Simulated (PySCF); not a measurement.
BH3OSe2, SMILES OB([SeH])[SeH].

The structure is a stationary point at B3LYP-D3(BJ)/def2-SVP. The values are those of a single conformer.

Two levels are set side by side: PBE/def2-TZVP (PySCF) and B3LYP/def2-TZVP (PySCF). Same geometry, gas phase. Differences are taken from unrounded values.

```tsv
quantity	B3LYP	PBE	PBE minus B3LYP
orbital gap (eV)	5.96	4.51	-1.45
highest occupied level (eV)	-6.74	-5.86	0.88
lowest empty level (eV)	-0.78	-1.35	-0.57
dipole moment (D)	2.01	1.95	-0.06
mean polarisability (bohr³)	71.3	73.4	2.1
```

PBE's occupied levels lie high since its potential decays too fast outside the molecule; exact exchange lowers them and widens the gap. Differences between two approximate levels are no errors against the true value.

Rough cost on one machine, each run with all the roots and properties that it gave: B3LYP against PBE within a factor of 2.
